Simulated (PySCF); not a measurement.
C3H3, SMILES C(#C)[CH2] (connectivity only; charge and spin as stated), charge +1, multiplicity 1. Coordinates come from a PBE0-D3(BJ)/def2-TZVP optimisation. The spin state was assumed, not searched. The isomer is the one that the SMILES or the coordinates give; other isomers of the formula were not compared.

These are PBE0-D3(BJ)/def2-TZVP run with PySCF values and carry that method's errors.

Harmonic wavenumbers (cm⁻¹): 268, 324, 643, 913, 1027, 1126, 1160, 1466, 2148, 3114, 3217, 3374. Rotational constants (GHz): 284.5, 9.736, 9.414; symmetry number 2.

Problem. Work out the zero-point energy and the ideal-gas rigid-rotor harmonic-oscillator thermochemistry at 298.15 K and 1 atm.

Solution. ZPE = ½ Σ hcν = ½ × 18780 cm⁻¹ = 112.33 kJ/mol. H − E(el) = 125.19 kJ/mol. Entropy in J/(mol K): translation 154.45, rotation 78.13, vibration 15.14, total 247.72. G − E(el) = 51.34 kJ/mol. Cp = 57.17 J/(mol K).
